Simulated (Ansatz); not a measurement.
C3H6BN (`CB1N=C1C`), 11 atoms. Total charge 0; spin multiplicity 1. All runs use 2 threads of an Intel Xeon 6975P-C on a shared host. Correlated methods freeze the cores.

Question: Give the basis size and wall time and peak host memory of each of these runs in Ansatz. RKS ωB97M-V/def2-SVP energy; direct RPA on PBE orbitals/def2-TZVPP energy; RKS B3LYP-D4/def2-TZVPP energy and forces; RHF-CCSD(T)/def2-TZVPP energy; RKS PBE0-D4/def2-QZVPP energy; RKS PBE0-D4/def2-TZVP relaxation (20 steps); RKS PBE0-D4/def2-SVP energy; RKS BLYP-D4/def2-TZVPP energy; RKS SPW92 (LDA)/def2-TZVPP energy; RKS ωB97M-V/def2-QZVPP energy; RKS PBE0-D4/def2-TZVP frequencies; RKS B2PLYP (frozen core)/def2-TZVPP energy. (Estimate.)

Answer: The calculation gave: Other jobs shared the machine, so times are rough.

| level | job | functions | wall time | peak host memory (GiB) |
| --- | --- | --- | --- | --- |
| RKS PBE0-D4/def2-SVP | energy | 100 | 0.75 s | 0.48 |
| RKS SPW92 (LDA)/def2-TZVPP | energy | 239 | 1.1 s | 0.26 |
| RKS BLYP-D4/def2-TZVPP | energy | 239 | 1.7 s | 0.27 |
| RKS ωB97M-V/def2-SVP | energy | 100 | 2.6 s | 0.48 |
| RKS B3LYP-D4/def2-TZVPP | energy and forces | 239 | 3.4 s | 0.57 |
| direct RPA on PBE orbitals/def2-TZVPP | energy | 239 | 4.2 s | 0.54 |
| RKS B2PLYP (frozen core)/def2-TZVPP | energy | 239 | 4.4 s | 0.57 |
| RKS PBE0-D4/def2-QZVPP | energy | 465 | 6 s | 1.2 |
| RKS ωB97M-V/def2-QZVPP | energy | 465 | 13 s | 1.5 |
| RKS PBE0-D4/def2-TZVP | relaxation (20 steps) | 191 | 48 s | 0.44 |
| RKS PBE0-D4/def2-TZVP | frequencies | 191 | 120 s | 0.48 |
| RHF-CCSD(T)/def2-TZVPP | energy | 239 | 2.1 min | 2.2 |

B3LYP here is the variant with VWN-RPA as its local correlation; programs differ in this.
